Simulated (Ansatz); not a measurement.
Start from `B[CH](F)[GeH3]` and change one atom or group to get `BC(F)CC`.

Ansatz, PBE0-D4/def2-TZVP geometries, multiplicity 1. Each molecule was computed in one conformer, which needn't be the lowest.

Scalar relativity is left out up to krypton.

```
                                          property  `B[CH](F)[GeH3]`
  size of the dipole moment (B3LYP/def2-TZVPP) / D              1.64
             LUMO energy (ωB97M-V/def2-TZVPP) / eV              0.68
              HOMO–LUMO gap (PBE0/def2-TZVPP) / eV              6.96
               HOMO energy (B3LYP/def2-TZVPP) / eV             -7.94
size of the dipole moment (ωB97M-V/def2-TZVPP) / D              1.66
               HOMO–LUMO gap (PBE/def2-TZVPP) / eV              4.72
```

**Question.** What does the change do to each property? (Best estimate.)

**Answer.** Computed: 
```tsv
property	`BC(F)CC`	shift
size of the dipole moment (B3LYP/def2-TZVPP) / D	1.92	0.28
LUMO energy (ωB97M-V/def2-TZVPP) / eV	0.20	-0.48
HOMO–LUMO gap (PBE0/def2-TZVPP) / eV	6.86	-0.10
HOMO energy (B3LYP/def2-TZVPP) / eV	-8.37	-0.43
size of the dipole moment (ωB97M-V/def2-TZVPP) / D	1.91	0.25
HOMO–LUMO gap (PBE/def2-TZVPP) / eV	4.29	-0.43
```

With PBE0 the HOMO falls by 0.41 eV and the LUMO falls by 0.52 eV, so the gap narrows by about 0.11 eV. PBE moves the HOMO by -0.17 eV and ωB97M-V by -0.58 eV. Dipoles are sizes alone; their direction can turn.

B3LYP here is the variant with VWN-RPA as its local correlation; programs differ in this.
